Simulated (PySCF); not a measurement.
# Relaxation of singlet Tl₃N

Computed with B3LYP/[N def2-SVP, Tl def2-SVP with ECP60], scalar-relativistic core potentials, density fitting, no spin–orbit coupling, PySCF. A (50,194) grid was used.

A hand-made T-shaped start, of C2v symmetry, held to at least that symmetry:

Coordinates in bohr (charge 0 multiplicity 1):
```
N     0.0000    0.0000   -1.4165
Tl    0.0000    0.0000    2.6464
Tl    4.0605    0.0000   -1.2748
Tl   -4.0605    0.0000   -1.2748
```

**Question.** What does it relax to?

**Answer.** It ends at D3h with N–Tl 2.227 Å (×3); Tl–N–Tl 120.0° (×3) (after a last refinement on a finer grid). A frequency run shows a minimum. Other isomers or separated fragments may lie lower.

**Question.** How much energy is released, and in how many steps?

**Answer.** 143.1 kJ/mol in 11 steps.

With an element this heavy the missing spin–orbit coupling can shift these numbers.

The relaxation took roughly 100 core-seconds on a shared host.
